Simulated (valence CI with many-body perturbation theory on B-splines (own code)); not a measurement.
**Level structure of I⁴⁷⁺**

Computed by relativistic CI+MBPT: four valence electrons over a frozen Dirac-Fock core [He], radial functions for each j: 11 s, 11 p, 9 d, 7 f, 5 g, 2 h, 1 i, with the one-electron correlation potential Σ1, the two-electron term Σ2, the three-electron term Σ3, Breit, model QED; selected CI, second order for the rest (own B-spline code, finite nucleus).

No measured spectrum was set against this ion. As an estimate, large intervals hold to a few tenths of a per cent, small ones and those within an open d or f shell to about a per cent. Among the levels kept, up to 260 cm⁻¹ of a level comes from second order outside the variational space, and about a tenth of that is noise between levels of different J, which matters for small intervals.

Levels 46 to 90 of 115, with energies above the lowest level, (2s^2 2p1/2^2) J=0. "Leading %" is the weight of the configuration and term that name the level; weights of strongly mixed levels are sums over their largest components and can fall short. In the jj column 3d3/2^4 stands for four electrons in 3d with j = 3/2. Lifetimes count E1, E2, E3, M1 and M2 decay at the calculated energies, and are blank where another channel may lead or the interval is too uncertain; long ones can be off by a factor of two.

```tsv
No.	Configuration	Term	J	E (Ry)	Leading %	Second component	Lifetime	g	Leading jj
46	2s2p²3s	³P	1	388.95	65	18 % 2s2p²3s ⁵P	16.7 fs	1.554	2s 2p1/2 2p3/2 3s (92 %)
47	2s²2p3p	³D	3	389.22	38	36 % 2s2p²3s ³D	56.9 fs	1.403	2s 2p1/2 2p3/2 3s (61 %)
48	2s²2p3p	¹P	1	390.19	45	39 % 2s²2p3p ³S	176 fs	1.373	2s^2 2p3/2 3p3/2 (90 %)
49	2s2p²3s	³P	2	390.70	29	27 % 2s2p²3s ³D	21.7 fs	1.268	2s 2p1/2 2p3/2 3s (71 %)
50	2s²2p3p	³D	3	390.87	60	20 % 2s2p²3s ³D	64.5 fs	1.381	2s^2 2p3/2 3p3/2 (60 %)
51	2s2p²3p	⁵P°	1	391.76	39	31 % 2s2p²3p ⁵D°	23.2 fs	1.895	2s 2p1/2 2p3/2 3p1/2 (99 %)
52	2s²2p3p	³P	2	392.04	44	21 % 2s²2p3p ¹D	49.7 fs	1.281	2s^2 2p3/2 3p3/2 (66 %)
53	2s2p²3p	⁵D°	2	392.38	47	19 % 2s2p²3p ³D°	10.8 fs	1.371	2s 2p1/2 2p3/2 3p1/2 (98 %)
54	2s²2p3p	¹S	0	392.54	52	27 % 2s2p²3s ³P	43.8 fs		2s^2 2p3/2 3p3/2 (71 %)
55	2s2p²3s	³D	1	393.87	64	20 % 2s2p²3s ¹P	16.4 fs	0.738	2s 2p1/2 2p3/2 3s (97 %)
56	2s2p²3p	³D°	3	394.04	28	22 % 2s2p²3p ³F°	4.36 fs	1.230	2s 2p1/2 2p3/2 3p1/2 (87 %)
57	2s2p²3s	³P	1	394.14	55	22 % 2s2p²3s ¹P	22.7 fs	1.565	2s 2p1/2 2p3/2 3s (95 %)
58	2s2p²3s	¹D	2	394.30	34	30 % 2s2p²3s ³D	28.2 fs	1.207	2s 2p1/2 2p3/2 3s (94 %)
59	2s2p²3s	³P	0	394.42	71	17 % 2s²2p3p ¹S	19.0 fs		2s 2p1/2 2p3/2 3s (70 %)
60	2s²2p3d	³D°	2	394.77	42	31 % 2s²2p3d ¹D°	2.75 fs	1.013	2s^2 2p3/2 3d3/2 (90 %)
61	2s²2p3d	³P°	1	395.40	58	34 % 2s²2p3d ³D°	2.11 fs	1.108	2s^2 2p3/2 3d3/2 (95 %)
62	2s²2p3d	³F°	3	395.41	44	23 % 2s²2p3d ³D°	4.95 fs	1.137	2s^2 2p3/2 3d3/2 (79 %)
63	2s²2p3d	³P°	0	395.50	95		2.53 fs		2s^2 2p3/2 3d3/2 (95 %)
64	2s2p²3p	³P°	2	395.85	38	20 % 2s2p²3p ⁵S°	20.8 fs	1.511	2s 2p1/2 2p3/2 3p1/2 (96 %)
65	2s²2p3d	³F°	4	396.14	97		42.9 ps	1.240	2s^2 2p3/2 3d5/2 (97 %)
66	2s²2p3d	³P°	2	396.83	48	32 % 2s²2p3d ¹D°	3.19 fs	1.262	2s^2 2p3/2 3d5/2 (93 %)
67	2s2p²3p	³P°	0	397.76	43	28 % 2s2p²3p ¹S°	49.6 fs		2s 2p1/2 2p3/2 3p1/2 (92 %)
68	2s²2p3d	³D°	3	397.78	50	46 % 2s²2p3d ¹F°	1.54 fs	1.170	2s^2 2p3/2 3d5/2 (88 %)
69	2s2p²3p	³D°	1	397.78	61	13 % 2s2p²3p ³P°	31.6 fs	0.868	2s 2p1/2 2p3/2 3p1/2 (94 %)
70	2s2p²3p	³F°	2	397.82	48	24 % 2s2p²3p ¹D°	27.4 fs	0.903	2s 2p1/2 2p3/2 3p1/2 (97 %)
71	2s²2p3d	¹P°	1	398.29	64	21 % 2s²2p3d ³P°	2.33 fs	1.057	2s^2 2p3/2 3d5/2 (96 %)
72	2s2p²3p	⁵D°	3	398.76	50	33 % 2s2p²3p ⁵P°	49.4 fs	1.503	2s 2p1/2 2p3/2 3p3/2 (98 %)
73	2s2p²3p	⁵P°	1	399.22	26	25 % 2s2p²3p ³D°	8.70 fs	1.593	2s 2p1/2 2p3/2 3p3/2 (94 %)
74	2s2p²3p	³D°	2	399.98	47	17 % 2s2p²3p ⁵S°	10.7 fs	1.447	2s 2p1/2 2p3/2 3p3/2 (98 %)
75	2s2p²3p	³D°	1	399.99	31	27 % 2s2p²3p ¹P°	19.6 fs	1.131	2s 2p1/2 2p3/2 3p1/2 (95 %)
76	2s2p²3p	³P°	0	400.75	86	11 % 2s2p²3p ⁵D°	6.07 fs		2s 2p1/2 2p3/2 3p3/2 (97 %)
77	2s2p²3p	³F°	4	401.03	55	44 % 2s2p²3p ⁵D°	2.58 ps	1.346	2s 2p1/2 2p3/2 3p3/2 (97 %)
78	2s2p²3p	³P°	2	401.48	50	20 % 2s2p²3p ¹D°	11.1 fs	1.384	2s 2p1/2 2p3/2 3p3/2 (96 %)
79	2s2p²3p	¹P°	1	402.08	39	19 % 2s2p²3p ³P°	6.33 fs	1.183	2s 2p1/2 2p3/2 3p3/2 (93 %)
80	2s2p²3p	³D°	3	402.35	49	26 % 2s2p²3p ¹F°	11.3 fs	1.298	2s 2p1/2 2p3/2 3p3/2 (98 %)
81	2s2p²3d	⁵F	2	402.87	45	16 % 2s2p²3d ³P	8.00 fs	1.180	2s 2p1/2 2p3/2 3d3/2 (99 %)
82	2s2p²3d	⁵D	1	402.94	52	21 % 2s2p²3d ⁵F	10.7 fs	1.208	2s 2p1/2 2p3/2 3d3/2 (99 %)
83	2s2p²3d	⁵D	0	402.97	85	14 % 2s2p²3d ³P	44.9 fs		2s 2p1/2 2p3/2 3d3/2 (99 %)
84	2s2p²3d	⁵F	3	403.35	58	10 % 2s2p²3d ³F	7.90 fs	1.222	2s 2p1/2 2p3/2 3d3/2 (89 %)
85	2s2p²3d	⁵F	4	404.37	57	30 % 2s2p²3d ⁵D	110 fs	1.353	2s 2p1/2 2p3/2 3d5/2 (91 %)
86	2s2p²3p	³D°	2	404.59	34	25 % 2s2p²3p ³P°	19.8 fs	1.339	2s 2p1/2 2p3/2 3p3/2 (86 %)
87	2s2p²3p	³D°	3	405.06	40	39 % 2s2p²3p ³F°	17.3 fs	1.162	2s 2p1/2 2p3/2 3p3/2 (99 %)
88	2s2p²3d	³F	4	405.23	40	23 % 2s2p²3d ⁵D	2.09 ps	1.234	2s 2p1/2 2p3/2 3d3/2 (79 %)
89	2s2p²3d	³F	3	405.48	33	30 % 2s2p²3d ⁵P	3.12 fs	1.312	2s 2p1/2 2p3/2 3d3/2 (66 %)
90	2s2p²3p	³P°	1	405.54	34	26 % 2s2p²3p ³S°	17.8 fs	1.370	2s 2p1/2 2p3/2 3p3/2 (87 %)
```
